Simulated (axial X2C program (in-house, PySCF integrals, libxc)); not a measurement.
## Testing model relations on SbF⁺

A bond curve at the CCSD(T) level, 2c, was computed with an axial X2C code built on PySCF integrals (basis Sb dyall-cv3z [11s12p8d4f1g], F dyall-av3z [7s6p3d2f] (cores contracted in-house)) for the state Ω = 1/2 (⟨Sz⟩ = -0.49, ⟨Lz⟩ = 0.99 at HF). Its fit gives Re = 1.8588 Å, ωe = 714.7 cm⁻¹, ωexe = 2.78 cm⁻¹ and αe = 1.680e-03 cm⁻¹; the masses are 120.9038 and 18.9984 u. Two-component means X2C with spin–orbit coupling and atomic mean-field Coulomb and Gaunt terms.

Correlated methods: 11 electrons correlated (number of frozen shells: Sb 4 s, 3 p, 2 d; F 1 s), 257 virtual spin orbitals or spinors in MP2, 90 natural virtuals in coupled cluster.

Problem. Find the reduced mass, Be and the force constant.

Solution. From the CCSD(T) values: μ = 16.4185 u. Be = 16.8576/(μ Re²) = 0.2972 cm⁻¹. k = 5.8918×10⁻⁷ μ ωe² = 4.94 mdyn/Å.

Problem. A Morse curve ties αe to the other constants (Pekeris). How well does that hold?

Solution. αe(Morse) = 6Be²/ωe × (√(ωexe/Be) − 1) = 1.526e-03 cm⁻¹; the CCSD(T) curve gives 1.680e-03 cm⁻¹, a ratio of 0.91.

Problem. Where do the fundamental and the first overtone lie?

Solution. ν(1←0) = ωe − 2ωexe = 709.1 cm⁻¹; ν(2←0) = 2ωe − 6ωexe = 1412.7 cm⁻¹.

Problem. Estimate the centrifugal constant by the Kratzer relation.

Solution. D = 4Be³/ωe² = 2.05e-07 cm⁻¹.

Occupations by symmetry block were frozen at the best pattern of an incomplete PBE0 search. CCSD and (T) use frozen natural virtuals with an MP2 correction for the truncation; (T) itself is uncorrected, so its De runs slightly low. With the outer-core shells frozen, correlated bond lengths of heavy atoms tend to come out a few hundredths of an ångström too long.
